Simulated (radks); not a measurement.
Question: The iodine anion I-, [Xe], held by a Watson sphere: a shell of charge +1 at radius R that stands for the Madelung well of a crystal (potential energy -1/R inside, -1/r outside, in hartree with lengths in bohr). Calculated with a radial shooting solver on a logarithmic mesh with Libxc functionals: scalar-relativistic Kohn-Sham, LDA (Slater exchange, VWN5 correlation), spin-polarised, spherical densities, point nucleus. Response by self-consistent Sternheimer equations with the Hartree and adiabatic LDA kernel, the relativistic mass of each level held fixed and spin-orbit coupling left out. The sphere does not respond.

| R (bohr) | e(4d) (eV) | e(5s) (eV) | e(5p) (eV) | <r> 5p (bohr) | sum of <r^2> (bohr^2) | X-ray form factor at sin(theta)/lambda = 0.3 1/angstrom | alpha (bohr^3) |
|---|---|---|---|---|---|---|---|
| 3.04 | -49.167 | -17.244 | -7.241 | 2.539 | 71.36 | 36.618 | 41.57 |
| 3.17 | -49.055 | -17.085 | -7.106 | 2.552 | 71.90 | 36.623 | 42.95 |
| 3.27 | -48.970 | -16.965 | -7.002 | 2.562 | 72.30 | 36.627 | 44.03 |
| 5.11 | -47.463 | -15.173 | -5.257 | 2.664 | 77.00 | 36.653 | 62.60 |
| 5.28 | -47.339 | -15.041 | -5.124 | 2.669 | 77.24 | 36.653 | 64.00 |

Estimate the row for R = 4.31 bohr.

Answer: e(4d) (eV) -48.091; e(5s) (eV) -15.864; e(5p) (eV) -5.952; <r> 5p (bohr) 2.634; sum of <r^2> (bohr^2) 75.51; X-ray form factor at sin(theta)/lambda = 0.3 1/angstrom 36.648; alpha (bohr^3) 55.16.
